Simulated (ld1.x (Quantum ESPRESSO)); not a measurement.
# Cd: variants of one TM potential

Base potential:

```
Element                 : Cd
Generator               : ld1.x (Quantum ESPRESSO) 7.5
Type                    : norm-conserving Troullier–Martins (Kleinman–Bylander form)
Functional              : PBE
Relativity              : scalar-relativistic
Frozen core             : [Ar] 3d10
Valence charge          : 20
Reference configuration : 4s2 4p6 4d9 5s0 5p0 (charge +3)
Partial waves           : 4s (bound): rc 1.55 bohr; 4p (bound): rc 1.40 bohr; 4f channel at 0.25 Ry: rc 1.20 bohr; 4d (bound): rc 1.00 bohr
Local potential         : the d channel
Core correction         : none
```

Cutoffs, loose and tight: the cutoffs (Ry, on a coarse ladder) from which the occupation-weighted sum of valence levels, in a spherical-Bessel basis at the reference potential, stays within 10 and 1 mRy of its value at 400 Ry. They do not see the model core or the augmentation charge, which bear on the density cutoff. Test errors are all-electron minus pseudo excitation energies from the reference, over the configurations 4s2 4p6 4d10 5s2 5p0; 4s2 4p6 4d10 5s1 5p0; 4s2 4p6 4d10 5s0 5p0; 4s2 4p6 4d10 5s0 5p2; 4s2 4p6 4d10 5s1.5 5p0; 4s2 4p6 4d8 5s0 5p0; 4s2 4p6 4d9 5s2 5p1. A dash means not determined; rows that change the core or the reference have their own tests. The largest error is taken over the tests solved by every variant that gives reliable tests at all: 4s2 4p6 4d10 5s0 5p0; 4s2 4p6 4d10 5s0 5p2; 4s2 4p6 4d8 5s0 5p0.

A true bound ghost makes a file unfit for plane-wave use even where its test errors are small: the radial tests pick states by their node count and pass the ghost by. Where a test does run into it, the solver fails or the error is huge.

```tsv
change	outcome	cutoff, loose	cutoff, tight	bound ghosts	largest test error (meV)
base	generated	110 Ry	160 Ry	none	+103
all radii scaled by about 0.75 (s 1.16, p 1.04, d 0.74, f 0.90 bohr)	generated	over 300 Ry	over 300 Ry	s	+83
all radii scaled by about 0.84 (s 1.30, p 1.18, d 0.84, f 1.02 bohr)	generated	230 Ry	over 300 Ry	none	+71
all radii scaled by about 1.08 (s 1.68, p 1.52, d 1.08, f 1.30 bohr)	generated	90 Ry	110 Ry	none	+135
all radii scaled by about 1.20 (s 1.86, p 1.68, d 1.20, f 1.44 bohr)	generated	90 Ry	110 Ry	none	+158
all radii scaled by about 1.28 (s 1.98, p 1.80, d 1.28, f 1.54 bohr)	generated	90 Ry	140 Ry	none	+157
all radii scaled by about 1.35 (s 2.10, p 1.88, d 1.34, f 1.62 bohr)	generated	80 Ry	120 Ry	none	+143
```

(1) What comes out with this change to the base: all radii scaled by about 0.96 (s 1.48, p 1.34, d 0.96, f 1.14 bohr)?

Answers

(1) outcome: generated; cutoff, loose: 140 Ry; cutoff, tight: 230 Ry; bound ghosts: none; largest test error (meV): +98.

Reading the sweep of the scale of all radii (base = 1) (base included, trends over the rows without a ghost): The loose cutoff falls from 230 Ry at 0.84 to 80 Ry at 1.35. A larger radius leaves more room for a smooth pseudo-wave, so fewer plane waves are needed; a smaller one forces it to follow the all-electron wave where it bends sharply. The median size of the test errors (rows with all tests solved) rises from 1454.8 meV at 0.84 to 4291.8 meV at 1.35. More of the atom is replaced by a form fitted at one configuration, so other configurations suffer as the radius grows. Bound ghosts are found at 0.75.
